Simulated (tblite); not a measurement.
Species: C6H5FSi.
Bonds: C1–C2 (triple), C2–C3, C3–C4 (double), C4–F5, C4–Si6, Si6–C7, C7–C8 (double), C3–C8. Hydrogens: H9 on C1; H10, H11 on Si6; H12 on C7; H13 on C8.

Computed geometry: GFN2-xTB, gas phase.

(1) Give the optimised bond lengths and angles.

Answers

(1) 
```
            bond  length (pm)
           C1≡C2        120.2
           C2–C3        140.8
           C3=C4        135.0
           C4–F5        134.7
          C4–Si6        189.7
          Si6–C7        188.5
           C7=C8        133.7
           C3–C8        146.7
           C1–H9        104.9
Si6–H10, Si6–H11        146.1
          C7–H12        107.7
          C8–H13        108.1
```

Bonds in one row agree within 1 pm and their mean is given. A selection of angles:
```
      angle  degrees
   C2–C1–H9    179.8
   C1–C2–C3    179.9
   C2–C3–C4    125.7
   C2–C3–C8    120.7
   C4–C3–C8    113.6
   C3–C4–F5    122.5
  C3–C4–Si6    111.5
  F5–C4–Si6    126.0
  C4–Si6–C7     87.5
 C4–Si6–H10    111.9
 C7–Si6–H10    114.3
H10–Si6–H11    114.0
  Si6–C7–C8    110.4
 Si6–C7–H12    127.8
  C8–C7–H12    121.7
  C7–C8–H13    124.6
   C3–C8–C7    117.0
  C3–C8–H13    118.3
```

Torsions: C2–C3–C4–F5 0° (synperiplanar); C3–C4–Si6–C7 0° (synperiplanar); C4–Si6–C7–C8 0° (synperiplanar); Si6–C7–C8–C3 0° (synperiplanar); C2–C3–C8–C7 180° (antiperiplanar).

The 5 C–C bonds span 1.202 Å (C1≡C2, drawn triple) to 1.467 Å (C3–C8, drawn single), a spread of 0.265 Å. The 8 heavy atoms lie in one plane (0.000 Å rms). Si6 (SiH2 silicon) has angles from 87.5° to 114.4°. The 5-membered ring C3–C4–Si6–C7–C8 has internal angles of 87.5° to 117.0° (sum 540°, against 540° for a flat polygon); it is planar, 0.00 Å rms from its mean plane, widest ring torsion 0°.

Point group: Cs (tolerance 0.08 Å). Its GFN2-xTB frequencies are all real (lowest 98 cm⁻¹).

Hardware: one thread of an Intel Xeon Platinum 8488C, no GPU, shared host with 96 logical CPUs at a one-minute load of 37. Cost: 0.22 s. That covers the optimisation of the geometry.
